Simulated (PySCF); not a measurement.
[TaCl6]- (charge -1 and singlet state).
SMILES: `[Cl][Ta-]([Cl])([Cl])([Cl])([Cl])[Cl]`

Method: PBE0-D3(BJ)/def2-SVP geometry optimisation, gas phase, def2 core potentials past Kr (PySCF).

Take the most abundant isotopes and a rigid rotor. 

Q: What are A, B and C (cm⁻¹)?

A: Ia = 785.17, Ib = 785.59, Ic = 786.71 u·Å²; 505379 MHz·u·Å²/I gives 643.7, 643.3 and 642.4 MHz, that is A = 0.02147, B = 0.02146, C = 0.02143 cm⁻¹.

Q: Classify the top.

A: A spherical top, as the point group Oh requires three equal moments; the computed ones differ by 0.20 % because the geometry is symmetric only within the optimiser's tolerance.

The point group Oh allows no dipole (computed: 0.01 D (about the centre of mass, as the species is charged)), so a rigid rotor has no electric-dipole lines.

Q: Estimate the classical rotational partition function at 10 K, 50 K and 298.15 K.

A: Point group Oh, symmetry number σ = 24; q = (√π/σ)·√((kT/h)³/(ABC)), k/h = 20836.6 MHz/K: 431 at 10 K, 4820 at 50 K, 70100 at 298.15 K.

No PBE0-D3(BJ)/def2-SVP frequencies stand behind this structure, so it isn't proved a minimum. The geometry's basis has no diffuse functions, a weakness for an anion. No vibrational averaging or centrifugal distortion is included, and the geometry carries the error of its method.

Hardware: one thread, Intel Xeon Platinum 8259CL at 2.50 GHz (x86_64), no GPU, shared host with 96 logical CPUs at a one-minute load of 63. Cost: 2.9 min, 0.58 GiB resident at most. This is the geometry optimisation.
